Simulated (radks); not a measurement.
Q: Excited configurations of Cr II: one electron is placed in a higher orbital outside [Ar] 3d4. The ground configuration is [Ar] 3d5. All-electron calculation, Dirac Kohn-Sham, PBE, spin-unpolarised, spherical densities, point nucleus; open shells fill j = l - 1/2 first. Program: a radial shooting solver on a logarithmic mesh with Libxc functionals. Excitation = E - E(ground); binding = E(ion) - E, where the ion is the core of charge +2; n* = 2/sqrt(2 binding) in atomic units, and the quantum defect is n - n*.

outer orbital  excitation (eV)  binding (eV)     n*  quantum defect  eigenvalue (eV)  <r> (bohr)
4s1/2                    1.026        14.959  1.907           2.093          -11.397       2.919
4p1/2                    5.404        10.581  2.268           1.732           -7.724       3.585
5p1/2                   10.765         5.220  3.229           1.771           -4.059       7.659
6s1/2                   12.296         3.689  3.841           2.159           -2.951       11.45
6p1/2                   12.859         3.126  4.173           1.827           -2.491       13.10
6f5/2                   14.315         1.670  5.709           0.291           -1.313       22.58
7s1/2                   13.593         2.392  4.770           2.230           -1.935       17.79
7p1/2                   13.896         2.089  5.104           1.896           -1.690       19.94
7d3/2                   14.373         1.612  5.811           1.189           -1.301       25.15
7f5/2                   14.739         1.246  6.609           0.391           -1.001       31.53

Estimate the row for 5d3/2.

A: excitation (eV) 12.547; binding (eV) 3.439; n* 3.978; quantum defect 1.022; eigenvalue (eV) -2.627; <r> (bohr) 10.88. The Delta-SCF ionisation energy is 15.985 eV (NIST Atomic Spectra Database: 16.486 eV, measured). Self-interaction in the functional shifts the binding energies and quantum defects, so they are the method's values and not measured ones. Spin polarisation and multiplet splitting are left out, so open shells lie too high by an amount that depends on their filling.

Beside tabulated values, note that spin-unpolarised runs miss the spin-polarisation part of the exchange energy of open shells.
